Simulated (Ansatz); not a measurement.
Steps of a relaxation of C2H8NSb, SMILES `CC[NH][SbH2]` with RKS PBE-D4/def2-SVP.

```sh
$ ansatz run in.yaml --threads 4 --pin off --events-out ev --progress --plain --max-ram 10444MiB
```

```yaml
crystal:
  periodic: [false, false, false]
  atoms:
    - {symbol: C, position_ang: [-1.274400, 0.856500, 0.684400]}
    - {symbol: C, position_ang: [-0.349600, -0.108100, 0.076700]}
    - {symbol: N, position_ang: [0.899600, 0.544400, -0.220400]}
    - {symbol: Sb, position_ang: [2.288000, -0.806200, -1.175900]}
    - {symbol: H, position_ang: [-1.478600, 1.736400, -0.052100]}
    - {symbol: H, position_ang: [-0.928400, 1.314000, 1.630700]}
    - {symbol: H, position_ang: [-2.271500, 0.408900, 0.868700]}
    - {symbol: H, position_ang: [-0.743000, -0.488200, -0.869500]}
    - {symbol: H, position_ang: [-0.198400, -0.926900, 0.836000]}
    - {symbol: H, position_ang: [1.390600, 0.779800, 0.728600]}
    - {symbol: H, position_ang: [1.722100, -2.150300, -0.107100]}
    - {symbol: H, position_ang: [1.020700, -1.215400, -2.366000]}
basis:
  gaussian: {orbitals: def2-SVP}
hamiltonian: {xc: pbe, dispersion: d4}
relax: {f_tol: 0.03, max_steps: 200}
```

Positions (Å) and forces (eV/Å) along the path, 8 of 8 steps:

```xyz
12
step=1 energy=-10223.3480 eV
C    -1.274    0.857    0.684   -2.023    2.421   -0.770
C    -0.350   -0.108    0.077    0.944   -0.656    0.911
N     0.900    0.544   -0.220    2.382    0.377    0.955
Sb    2.288   -0.806   -1.176   -1.056   -0.082    0.409
H    -1.479    1.736   -0.052    0.336   -0.993    0.959
H    -0.928    1.314    1.631    0.177   -0.097    0.096
H    -2.272    0.409    0.869   -0.040   -0.100    0.156
H    -0.743   -0.488   -0.870   -0.348   -0.510   -0.292
H    -0.198   -0.927    0.836   -0.262   -0.397   -0.536
H     1.391    0.780    0.729   -0.868   -0.248   -1.751
H     1.722   -2.150   -0.107    0.308    0.225   -0.494
H     1.021   -1.215   -2.366    0.450    0.060    0.355
12
step=2 energy=-10223.6522 eV
C    -1.316    0.900    0.688   -0.701    0.963   -0.159
C    -0.352   -0.090    0.103    0.217   -0.367    0.189
N     0.926    0.534   -0.232    0.626   -0.054    0.740
Sb    2.258   -0.826   -1.123    0.644    0.509   -0.042
H    -1.489    1.763   -0.016    0.132   -0.403    0.312
H    -0.954    1.333    1.643    0.056   -0.026    0.069
H    -2.306    0.438    0.888    0.040   -0.033    0.034
H    -0.765   -0.500   -0.837   -0.135   -0.153   -0.125
H    -0.242   -0.961    0.810   -0.097    0.043   -0.166
H     1.390    0.847    0.664   -0.360   -0.124   -0.787
H     1.823   -2.248   -0.245   -0.147   -0.278    0.230
H     1.105   -1.245   -2.309   -0.275   -0.078   -0.294
12
step=3 energy=-10223.7085 eV
C    -1.334    0.934    0.699    0.014    0.140    0.119
C    -0.387   -0.114    0.130    0.306   -0.301   -0.310
N     0.926    0.445   -0.235   -0.113    0.125    0.357
Sb    2.339   -0.814   -1.148   -0.203    0.292    0.295
H    -1.468    1.780   -0.004    0.023    0.022   -0.065
H    -0.950    1.355    1.653    0.006   -0.014    0.005
H    -2.334    0.499    0.911    0.064   -0.020   -0.014
H    -0.829   -0.543   -0.798   -0.008    0.034   -0.005
H    -0.323   -0.986    0.836    0.024    0.074    0.024
H     1.368    0.852    0.609   -0.058   -0.027   -0.213
H     1.880   -2.242   -0.259    0.040   -0.217    0.003
H     1.188   -1.221   -2.360   -0.095   -0.107   -0.197
12
step=4 energy=-10223.7286 eV
C    -1.330    0.935    0.700   -0.013    0.002    0.080
C    -0.384   -0.117    0.126    0.154   -0.012   -0.144
N     0.920    0.463   -0.226   -0.201   -0.162    0.071
Sb    2.317   -0.807   -1.128   -0.043    0.090    0.089
H    -1.457    1.781   -0.002    0.012    0.029   -0.056
H    -0.946    1.348    1.658    0.010   -0.020   -0.012
H    -2.328    0.497    0.906    0.014    0.005    0.003
H    -0.822   -0.542   -0.806    0.007    0.040    0.023
H    -0.315   -0.986    0.833    0.014    0.037    0.018
H     1.349    0.886    0.611    0.042    0.015   -0.034
H     1.890   -2.279   -0.267    0.007   -0.011   -0.025
H     1.183   -1.235   -2.372   -0.004   -0.014   -0.013
12
step=5 energy=-10223.7294 eV
C    -1.326    0.939    0.709    0.014   -0.005   -0.013
C    -0.393   -0.126    0.129   -0.174   -0.068    0.051
N     0.894    0.443   -0.243    0.079    0.058    0.028
Sb    2.335   -0.805   -1.082   -0.061   -0.033   -0.116
H    -1.452    1.780   -0.002    0.008   -0.006   -0.006
H    -0.926    1.355    1.659    0.017   -0.007   -0.010
H    -2.324    0.511    0.930   -0.012   -0.001    0.008
H    -0.862   -0.566   -0.780    0.055    0.028   -0.034
H    -0.309   -0.977    0.853   -0.037   -0.026    0.032
H     1.315    0.912    0.571    0.042    0.049    0.005
H     1.850   -2.304   -0.307    0.019   -0.005    0.048
H     1.276   -1.218   -2.402    0.050    0.018    0.007
12
step=6 energy=-10223.7327 eV
C    -1.327    0.939    0.707    0.002   -0.016    0.005
C    -0.396   -0.126    0.130   -0.030   -0.014   -0.012
N     0.900    0.444   -0.233   -0.031   -0.032    0.025
Sb    2.325   -0.804   -1.103   -0.001    0.019   -0.004
H    -1.450    1.781   -0.003    0.004    0.005   -0.013
H    -0.928    1.353    1.658    0.010   -0.005   -0.007
H    -2.328    0.513    0.926   -0.002    0.006    0.004
H    -0.852   -0.556   -0.790    0.025    0.020   -0.005
H    -0.322   -0.984    0.849   -0.009   -0.002    0.013
H     1.324    0.904    0.585    0.032    0.015   -0.016
H     1.881   -2.297   -0.285   -0.003    0.011   -0.020
H     1.252   -1.224   -2.407    0.004   -0.008    0.029
12
step=7 energy=-10223.7335 eV
C    -1.328    0.940    0.705   -0.012   -0.008   -0.004
C    -0.400   -0.130    0.131    0.023    0.024    0.016
N     0.900    0.436   -0.220    0.024   -0.006   -0.025
Sb    2.324   -0.797   -1.108   -0.009    0.018    0.005
H    -1.448    1.780   -0.007    0.008   -0.005    0.001
H    -0.924    1.354    1.654    0.004   -0.001    0.001
H    -2.329    0.518    0.928   -0.003    0.005    0.002
H    -0.847   -0.550   -0.797    0.002    0.003   -0.004
H    -0.338   -0.991    0.846   -0.002    0.000    0.011
H     1.331    0.908    0.588   -0.037   -0.023   -0.004
H     1.901   -2.295   -0.291    0.003   -0.009   -0.002
H     1.236   -1.229   -2.393    0.001   -0.001    0.003
12
step=8 energy=-10223.7338 eV
C    -1.329    0.941    0.703    0.003   -0.001    0.001
C    -0.400   -0.132    0.136   -0.012    0.001    0.008
N     0.900    0.432   -0.217   -0.022    0.007    0.012
Sb    2.323   -0.792   -1.112    0.014   -0.015   -0.008
H    -1.443    1.779   -0.014    0.001   -0.003   -0.002
H    -0.926    1.359    1.650    0.000   -0.001    0.001
H    -2.332    0.525    0.924    0.003    0.001   -0.001
H    -0.847   -0.558   -0.791    0.005   -0.001    0.006
H    -0.340   -0.989    0.858    0.003    0.009   -0.015
H     1.326    0.899    0.595    0.002    0.001   -0.002
H     1.911   -2.297   -0.302    0.003   -0.001   -0.002
H     1.234   -1.224   -2.395    0.000    0.002    0.003
```

Run time 12 s (4 threads of an Arm Neoverse V1 on a shared host); peak host memory 0.15 GiB.
